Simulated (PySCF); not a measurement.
## Cost of excited-state runs on Fe₂H₈N₄, 9

Geometry (Å), atoms numbered from 1 in this order:
```xyz
14

Fe   -1.3037   -0.4966   -0.7419
N    -0.6006   -2.2923   -1.1033
N    -1.4140    0.1821    1.3642
Fe    0.2909    1.4089    0.6474
N     2.1007    0.9387    1.2425
N    -0.1779    1.2518   -1.5130
H     0.0040   -2.5596   -1.8736
H    -0.6066   -3.0844   -0.4684
H    -1.2240   -0.5059    2.0847
H    -2.2530    0.6678    1.6664
H     2.3467    0.4386    2.0910
H     2.9510    0.9760    0.6889
H    -0.7070    2.0063   -1.9397
H     0.5936    1.0685   -2.1454
```

PySCF with density fitting, on 1 thread of an Arm Neoverse V2, shared host. Command: `OMP_NUM_THREADS=1 python excited_run.py task.json out`

(1) How long does each of these runs take, and how much memory?
- open-shell absorption, PBE0/def2-SVP (def2-TZVP on Fe); 15 states; Tamm-Dancoff
- open-shell absorption, PBE0/def2-SVP (def2-TZVP on Fe); 25 states; Tamm-Dancoff

Results:

(1) 
```tsv
run	level	basis functions	wall time	peak memory (GiB)
open-shell absorption	PBE0/def2-SVP (def2-TZVP on Fe)	186	7.4 min	0.78
open-shell absorption	PBE0/def2-SVP (def2-TZVP on Fe)	186	7.3 min	0.79
```
Times from a shared host are rough.
